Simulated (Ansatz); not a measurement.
[GaClH3]- (GaH3Cl⁻) was relaxed with PBE-D4 (def2-TZVPD) in Ansatz in these states: charge -1 singlet, neutral doublet. The geometries follow in no particular order.

A:

```xyz
5

Ga   -0.072   -0.082   -0.185
Cl    0.710    0.807    1.828
H     1.121    0.161   -1.244
H    -1.409    0.754   -0.522
H    -0.350   -1.640    0.123
```

B:

Cartesian coordinates in Å:
```
Ga -0.1706 0.1284 -0.3821
Cl 1.4625 0.3091 1.1839
H 0.2821 -0.7545 -1.5913
H -1.2395 1.2616 -0.2398
H -0.3345 -0.9446 1.0293
```

Q: Judge from the bond lengths which geometry belongs to which state (an estimate).

A: A is the charge -1 singlet (Ga1–H5 1.613 Å, Ga1–Cl2 2.336 Å, Ga1–H3 1.613 Å); B is the neutral doublet (Ga1–H5 1.781 Å, Ga1–Cl2 2.270 Å, Ga1–H3 1.564 Å).
